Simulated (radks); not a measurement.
Effect of the nuclear size on the dysprosium ion Dy+, [Xe] 4f10 6s1. Method: Dirac Kohn-Sham, BLYP, spin-unpolarised, spherical densities, finite nucleus; open shells fill j = l - 1/2 first; Fermi nuclear charge, rms radius 5.2218 fm; computed with a radial shooting solver on a logarithmic mesh with Libxc functionals. The rms radius is varied about that value; shifts are against it.

rms radius (fm)  total energy shift (eV)  density at nucleus (e/bohr^3)  1s1/2 shift (meV)  2s1/2 shift (meV)  5s1/2 shift (meV)  5p1/2 shift (meV)  6s1/2 shift (meV)  4f7/2 shift (meV)  6p1/2 (empty) shift (meV)
4.6683                             -5.25                      7.634e+05              -2160               -283              -2.22              0.145             -0.190              0.312                      0.046
4.8563                             -3.52                      7.553e+05              -1440               -189              -1.48              0.097             -0.127              0.209                      0.031
5.2218                                 0                      7.405e+05              0.000              0.000              0.000              0.000              0.000              0.000                      0.000
5.6291                              4.13                      7.255e+05               1700                223               1.74             -0.114              0.149             -0.246                     -0.036
5.9372                              7.41                      7.151e+05               3050                399               3.13             -0.204              0.268             -0.440                     -0.065

Slopes of the eigenvalues against <r^2> in GHz/fm^2, as finite differences over the two radii next to the reference (eigenvalue slopes, not the field-shift constants of lines): 1s1/2 93800, 2s1/2 12300, 5s1/2 96.3, 5p1/2 -6.29, 6s1/2 8.24, 4f7/2 -13.6, 6p1/2 (empty) -2.01.
